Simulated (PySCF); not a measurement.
## Vertical excitation energies

C5H5F5.
Atom-mapped SMILES: `[CH2:1]=[CH:2][CH2:3][C:4]([F:5])([F:6])[C:7]([F:8])([F:9])[F:10]` (hydrogens: H11, H12 on C1; H13 on C2; H14, H15 on C3)

Cartesian coordinates in Å at the GFN2-xTB level; atoms count from 1:
```xyz
15
C5H5F5 angstrom
C      2.553   -0.109    0.429
C      1.630    0.237   -0.446
C      0.299   -0.450   -0.568
C     -0.833    0.533   -0.291
F     -0.842    1.550   -1.188
F     -0.706    1.112    0.927
C     -2.224   -0.153   -0.343
F     -2.298   -1.132    0.564
F     -3.224    0.689   -0.114
F     -2.427   -0.711   -1.541
H      3.494    0.409    0.488
H      2.409   -0.925    1.119
H      1.783    1.063   -1.127
H      0.160   -0.834   -1.583
H      0.221   -1.272    0.146
```

Theory: TDDFT PBE0/def2-SVPD, vertical, gas phase, core orbitals frozen in the response in PySCF 2.14.0, density-fitted response routines.

Question: What does the calculation give for the low-lying excited states?

Answer: 

```json
{"state": "S1", "E (eV)": "7.56", "E (kJ/mol)": "729", "λ (nm)": "164.0", "f": "0.316", "main configurations (H = HOMO, L = LUMO)": "H→L (68%), H→L+1 (27%)"}
{"state": "S2", "E (eV)": "7.74", "E (kJ/mol)": "747", "λ (nm)": "160.1", "f": "0.150", "main configurations (H = HOMO, L = LUMO)": "H→L+1 (62%), H→L (25%)"}
{"state": "S3", "E (eV)": "8.15", "E (kJ/mol)": "786", "λ (nm)": "152.1", "f": "0.0026", "main configurations (H = HOMO, L = LUMO)": "H-1→L (66%), H-2→L (16%)"}
{"state": "S4", "E (eV)": "8.26", "E (kJ/mol)": "797", "λ (nm)": "150.1", "f": "0.0037", "main configurations (H = HOMO, L = LUMO)": "H→L+2 (53%), H→L+3 (21%), H-1→L (14%)"}
{"state": "S5", "E (eV)": "8.43", "E (kJ/mol)": "813", "λ (nm)": "147.1", "f": "0.020", "main configurations (H = HOMO, L = LUMO)": "H→L+3 (54%), H→L+2 (24%)"}
{"state": "S6", "E (eV)": "8.67", "E (kJ/mol)": "836", "λ (nm)": "143.1", "f": "0.020", "main configurations (H = HOMO, L = LUMO)": "H→L+4 (72%), H→L+5 (12%), H→L+3 (10%)"}
```

Triplets, Tamm–Dancoff:

| state | E (eV) | λ (nm) | main configurations (H = HOMO, L = LUMO) |
| --- | --- | --- | --- |
| T1 | 4.46 | 278.3 | H→L (95%) |
| T2 | 7.54 | 164.4 | H→L+1 (83%), H→L+2 (9%) |

The lowest singlet lies at 7.56 eV (164 nm, vacuum ultraviolet) and is strong; its leading configuration is HOMO→LUMO (68%). The lowest level is also the most intense of those listed (f = 0.316). Löwdin shares by element: HOMO carbon 83% or more (atoms not listed hold the other 17%); LUMO carbon 74% or more, hydrogen 6% or more (atoms not listed hold the other 20%). Orbital energies (eV): HOMO-3 -11.51, HOMO-2 -10.70, HOMO-1 -10.20, HOMO -8.19, LUMO -0.29, LUMO+1 0.69, LUMO+2 1.29. Of the 6 states listed, 4 reach f = 0.01 and none stays under 0.0005. The oscillator strengths of these states sum to 0.512; summed over the whole spectrum of an exact calculation they would give the number of electrons, 80 (Thomas–Reiche–Kuhn). The window holds the lowest 6 singlets.

One conformer stands for the species.
